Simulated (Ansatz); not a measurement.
Input (CCSDT(Q)/cc-pVDZ; Ansatz, a first-principles code):

Ansatz 0.2 input:
```yaml
crystal:
  periodic: [false, false, false]
  atoms:
    - {symbol: C, position_ang: [-0.00000000, -0.00000000, -1.88659538]}
    - {symbol: C, position_ang: [-0.00000000, -0.00000000, -0.68177999]}
    - {symbol: C, position_ang: [0.00000000, 0.00000000, 0.68177999]}
    - {symbol: C, position_ang: [0.00000000, 0.00000000, 1.88659538]}
    - {symbol: H, position_ang: [-0.00000000, -0.00000000, -2.94883252]}
    - {symbol: H, position_ang: [0.00000000, 0.00000000, 2.94883252]}
basis:
  gaussian:
    orbitals: cc-pVDZ
magnetization: {spin_polarized: false}
correlation: {method: ccsdt_q, electrons: outside_noble_gas}
```

Output:

```
Functional definition: HF
integrals: 0.06 GiB planned
1154 factors; integrals over basis functions are off by at most 1.2e-7 eV
mean field: 0.18 GiB planned
mean field evaluation 1: about -4148.2893 eV, gradient 2.2e1 eV
mean field evaluation 2: about -4148.2943 eV, gradient 2.2e1 eV
mean field evaluation 4: about -4149.9538 eV, gradient 2.3e0 eV
mean field evaluation 8: about -4149.9692 eV, gradient 5.7e-5 eV
mean field evaluation 16: about -4149.9651 eV, gradient 1.4e-1 eV
mean field -4149.96922115 eV, -152.5085559272 hartree, gradient 1.5e-6 eV, S^2 0.000000; 0 other end points of the search recorded, 0 dependent functions left out; unrestricted orbitals would lower it
4 core orbitals not correlated
reference -4149.96922115 eV, -152.5085559272 hartree; 9, 9 occupied and 53, 53 virtual orbitals, 1154 factors
second order -13.49803497 eV of doubles, -0.00000000 eV of singles
coupled cluster: 1.25 GiB planned
cycle   1  -13.39944547 eV  change    9.9e-2 eV  update   1.3e-1
cycle   2  -14.17561926 eV  change   -7.8e-1 eV  update   6.7e-2
cycle   3  -14.67076036 eV  change   -5.0e-1 eV  update   2.7e-2
cycle   4  -14.68396076 eV  change   -1.3e-2 eV  update   1.5e-2
cycle   5  -14.65705232 eV  change    2.7e-2 eV  update   6.3e-3
cycle   6  -14.67297333 eV  change   -1.6e-2 eV  update   2.2e-3
cycle   7  -14.67728533 eV  change   -4.3e-3 eV  update   1.1e-3
cycle   8  -14.67510205 eV  change    2.2e-3 eV  update   4.7e-4
cycle   9  -14.67393773 eV  change    1.2e-3 eV  update   2.4e-4
cycle  10  -14.67440100 eV  change   -4.6e-4 eV  update   9.1e-5
cycle  11  -14.67427987 eV  change    1.2e-4 eV  update   4.4e-5
cycle  12  -14.67422010 eV  change    6.0e-5 eV  update   2.2e-5
cycle  13  -14.67424623 eV  change   -2.6e-5 eV  update   8.7e-6
cycle  14  -14.67423621 eV  change    1.0e-5 eV  update   3.0e-6
cycle  15  -14.67423308 eV  change    3.1e-6 eV  update   1.7e-6
cycle  16  -14.67423753 eV  change   -4.4e-6 eV  update   5.2e-7
cycle  17  -14.67423762 eV  change   -9.5e-8 eV  update   2.5e-7
coupled cluster: 1.25 GiB planned
perturbative correction -0.06915706 eV, -0.0025414751 hartree
Total energy: -4164.71261583 eV, -153.0503656883 hartree
```
